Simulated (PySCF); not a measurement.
**BI from Hartree–Fock to correlated methods**

State: ¹Σ⁺ (singlet), closed shell. Set-up: basis B def2-TZVPP, I def2-TZVPP with ECP28; scalar-relativistic core potentials; PySCF 2.14. De refers to B + I in their high-spin ground configurations, without counterpoise correction. A positive dipole means B(−)I(+).

| Level | Re (Å) | ωe (cm⁻¹) | De (eV) | μ (D) |
| --- | --- | --- | --- | --- |
| RHF | 2.152 | 567 | 2.22 | 0.95 |
| RHF-MP2 | 2.105 | 606 | 3.81 | n/a |
| RHF-SCS-MP2 | 2.115 | 596 | 3.62 | n/a |
| RHF-CCSD | 2.127 | 587 | 3.43 | n/a |
| RHF-CCSD(T) | 2.128 | 586 | 3.65 | n/a |
| PBE | 2.146 | 564 | 4.01 | 1.48 |
| PW91 | 2.145 | 564 | 4.01 | 1.47 |
| r²SCAN | 2.140 | 572 | 3.79 | 1.45 |
| PBE0 | 2.131 | 582 | 3.76 | 1.40 |
| r²SCAN0 | 2.130 | 584 | 3.59 | 1.36 |
| B97-3 | 2.134 | 578 | 3.66 | 1.41 |
| MN15 | 2.124 | 579 | 3.76 | 1.39 |
| LC-ωPBE | 2.105 | 608 | 3.40 | 1.56 |

(1) Which functional lies closest to RHF-CCSD(T) in De, which farthest, and by how much do they differ from it?

(2) What does a quarter of exact exchange do here, going from PBE to PBE0?

(3) What does a quarter of exact exchange do here, going from r²SCAN to r²SCAN0?

Correlated steps freeze 5 core orbitals. These are scalar-relativistic numbers at best; spin–orbit coupling would shift them, the dissociation energy most. Where the molecule has an RHF reference, its open-shell atoms are computed with UHF.

The whole job (state search and all levels along the bond) took about 5.4 min on 1 thread of Intel Xeon Platinum 8259CL @ 2.50GHz (shared host), peak memory 1.5 GiB.

Answers

(1) Closest is B97-3 (+0.6 pm in Re, -1.4 % in ωe, +0.01 eV in De against RHF-CCSD(T) in the same basis), farthest PBE (+1.8 pm in Re, -3.8 % in ωe, +0.36 eV in De). CCSD(T) converges more slowly with the basis than the functionals do and binds too weakly in this one, so the order can change at the basis-set limit.

(2) PBE0 less PBE: -1.5 pm in Re, +3.2 % in ωe, -0.25 eV in De. Exact exchange removes part of the self-interaction that spreads semilocal densities, and in most molecules shortens and stiffens the bond and lowers De; so it does here.

(3) r²SCAN0 less r²SCAN: -1.0 pm in Re, +2.1 % in ωe, -0.20 eV in De. Exact exchange removes part of the self-interaction that spreads semilocal densities, and in most molecules shortens and stiffens the bond and lowers De; so it does here.
